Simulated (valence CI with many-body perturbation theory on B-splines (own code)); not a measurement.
**Valence orbitals of Yb36+**

Calculated by relativistic CI+MBPT: six valence electrons over a frozen Dirac-Fock core [Ar] 3d10, a basis of 9 s, 9 p, 8 d, 6 f, 3 g, 1 h functions for each j, with the one-electron correlation potential Σ1 (screened to all orders), the two-electron term Σ2, the three-electron term Σ3, Breit, model QED; selected single and double excitations, second order for the rest, scaled by the run's own slope (own B-spline code, finite nucleus).

No measured spectrum was set against this ion. As an estimate, large intervals hold to a few tenths of a per cent, small ones and those within an open d or f shell to about a per cent. Among the levels kept, up to 640 cm⁻¹ of a level comes from second order outside the variational space, and about a tenth of that is noise between levels of different J, which matters for small intervals.

These are the spectroscopic orbitals of the CI (the correlating ones are not listed), shaped by the core and the other valence electrons. h is the expectation value of the core's Dirac-Fock operator, without the valence repulsion; Σ1 is computed up to l = 3 at one energy for each symmetry, that of its lowest orbital but kept below the first core excitation, so for empty shells it is not the orbital's own correlation shift; Breit and QED include the response of the core.

```
Orbital  h (hartree)  Σ1 (cm⁻¹)  Breit (cm⁻¹)  QED (cm⁻¹)  ⟨r⟩ (bohr)
  4s1/2      -74.771     -13762         10612        8001      0.4370
  5s1/2      -44.578      -4867          4625        3557      0.7431
  6s1/2      -29.603      -2331          2379        1863       1.133
  7s1/2      -21.092      -1320          1402        1104       1.602
  4p1/2      -71.515     -14471         16517         189      0.4354
  5p1/2       -42.99      -5188          7295        90.2      0.7507
  6p1/2      -28.723      -2529          3830        49.3       1.148
  7p1/2      -20.555      -1446          2280        29.9       1.625
  4p3/2      -68.715     -12631          9840         913      0.4550
  5p3/2      -41.682      -4734          4390         416      0.7759
  6p3/2      -28.008      -2353          2510         223       1.179
  7p3/2      -20.121      -1360          1503         134       1.662
  4d3/2      -63.617     -14183          7221        -400      0.4450
  5d3/2      -39.233      -5225          3270        -172      0.7823
  6d3/2      -26.657      -2635          1782       -92.1       1.198
  4d5/2      -63.014     -13486          4487       -87.8      0.4505
  5d5/2      -38.944      -4985          1967       -31.1      0.7889
  6d5/2      -26.496      -2516          1074       -14.7       1.206
  4f5/2      -57.578     -13638          2720        -236      0.4159
  5f5/2       -36.51      -4332          1176        -110      0.7728
  4f7/2       -57.43     -13140          1027        -127      0.4179
  5f7/2      -36.427      -4177           455       -56.8      0.7752
  5g7/2      -35.177                     87.2       -21.3      0.7148
  5g9/2      -35.145                    -14.0         0.8      0.7158
```

Among the shells of the start configuration 4s2 4p4, Σ1 is largest in size for 4p1/2, where it is 0.092 % of h.

Lowest root of each symmetry, sizes in configuration state functions:

```csv
J,Parity,Roots,Reference,Variational,Second order,Change by selected CI (cm⁻¹),Change by second order (cm⁻¹)
0,even,3,20,32946,741305,-21537,-24
1,even,2,37,56933,2090479,-19676,-70
2,even,3,56,59726,3079483,-19966,-61
0,odd,5,24,44091,927558,-34554,-40
1,odd,10,62,60000,2859064,-35063,-255
2,odd,10,77,56547,4143898,-34410,-531
3,odd,8,71,55309,5056871,-36426,-516
4,odd,5,50,52832,4856591,-37055,-349
5,odd,1,27,44630,2570715,-36578,-148
```
